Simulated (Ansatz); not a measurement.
PBE exchange is replaced step by step with exact exchange (0 % is PBE, 25 % PBE0; no dispersion term), basis def2-TZVPD, Ansatz. System: the cluster Rb4⁻. Total charge -1; doublet. Geometry: PBE/def2-TZVPD, each spin state at its own.

Left out: 50 %, where a state is spin-contaminated, unstable or flagged.

Geometry of the doublet:

```xyz
4

Rb   -0.417    1.419   -1.994
Rb    0.435   -1.403    2.002
Rb    2.791   -2.177   -2.113
Rb   -2.808    2.161    2.105
```

In the def2 sets Rb takes a core potential; there is no spin–orbit coupling. At PBE/def2-TZVPD, PBE with 5 % exact exchange/def2-TZVPD, PBE with 10 % exact exchange/def2-TZVPD the highest occupied level of the charge -1 doublet lies above zero (up to 0.15 eV). By energy differences its removal costs 0.90 eV (vertical, to the charge 0 singlet, at PBE/def2-TZVPD); a positive level beside a positive removal energy at the same level points to self-interaction error. At PBE/def2-TZVPD, PBE with 5 % exact exchange/def2-TZVPD, PBE with 10 % exact exchange/def2-TZVPD, PBE with 15 % exact exchange/def2-TZVPD the highest occupied level of the charge -1 quartet lies above zero (up to 0.24 eV). It is a level of α spin, whose loss leaves a triplet; that state wasn't run at this geometry and level. The electron is either unbound and held by the finite basis, or the level is raised by self-interaction error. At PBE with 35 % exact exchange/def2-TZVPD the charge -1 doublet is spin-contaminated (final ⟨S²⟩ up to 0.93, 0.75 for a pure state). The structure comes from a short search, and lower isomers may exist.

HOMO and LUMO are taken over both spins.

```csv
exact exchange (%),HOMO (eV),LUMO (eV),gap (eV),⟨S²⟩,quartet − doublet (kJ/mol)
0,0.15,0.49,0.34,0.771,33.1
5,0.08,0.56,0.48,0.774,32.2
10,0.02,0.64,0.62,0.778,31.3
25,-0.17,0.85,1.03,0.806,28.9
35,-0.31,0.98,1.29,0.933,27.4
```

(1) Fit a straight line to the column «quartet − doublet (kJ/mol)» against the share of exact exchange and predict its value at 15 %.

Results:

(1) With x = exact exchange (%) and y = quartet − doublet (kJ/mol): mean x = 15, mean y = 30.58; Σ(x − x̄)(y − ȳ) = -138, Σ(x − x̄)² = 850; slope b = -0.1624, intercept a = ȳ − b·x̄ = 33.02. The residuals of the fitted rows reach 0.1. At x = 15 the line gives 33.02 + (-0.1624 × 15) = 30.6; the run gave 30.5, 0.1 less than the line.
